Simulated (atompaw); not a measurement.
## u(r) = r·R(r): atom against pseudo-atom (C (Z = 6))

Columns: radius, all-electron u(r) and pseudo u(r) of the 2s shell (level -13.75 eV) of carbon in the configuration [He] 2s2 2p2; PBE, scalar-relativistic, PAW (atompaw) scheme, atompaw 4.2.0.5.

| r (bohr) | all-electron | pseudo |
| --- | --- | --- |
| 0.115 | -0.3438 | 0.1018 |
| 0.231 | -0.2714 | 0.2052 |
| 0.346 | -0.0621 | 0.3085 |
| 0.462 | 0.1704 | 0.4122 |
| 0.577 | 0.3752 | 0.5120 |
| 0.692 | 0.5399 | 0.6049 |
| 0.808 | 0.6636 | 0.6869 |
| 0.923 | 0.7467 | 0.7518 |
| 1.038 | 0.7962 | 0.7964 |
| 1.154 | 0.8182 | 0.8182 |
| 1.269 | 0.8187 | 0.8187 |
| 1.385 | 0.8029 | 0.8029 |
| 1.500 | 0.7757 | 0.7757 |
| 1.615 | 0.7405 | 0.7405 |
| 1.731 | 0.6999 | 0.6999 |
| 1.846 | 0.6567 | 0.6567 |
| 1.962 | 0.6119 | 0.6119 |
| 2.077 | 0.5675 | 0.5675 |
| 2.192 | 0.5241 | 0.5241 |
| 2.308 | 0.4817 | 0.4817 |
| 2.423 | 0.4418 | 0.4418 |
| 2.538 | 0.4040 | 0.4040 |
| 2.654 | 0.3683 | 0.3683 |
| 2.769 | 0.3354 | 0.3354 |
| 2.885 | 0.3046 | 0.3046 |
| 3.000 | 0.2765 | 0.2765 |

**Question.** How many radial nodes do the two functions have?

**Answer.** The all-electron 2s function has n − l − 1 = 1; the pseudo-wave has 0, since the states of the same l below it are removed with the core.

**Question.** At about which radius was the pseudo-wave matched?

**Answer.** 1.10 bohr, where the columns begin to agree (steps of 0.12 bohr).

**Question.** Is the pseudo-wave norm-conserving?

**Answer.** No, it belongs to a PAW set: the norm inside the radius is not constrained, and the difference is carried by the augmentation charge.
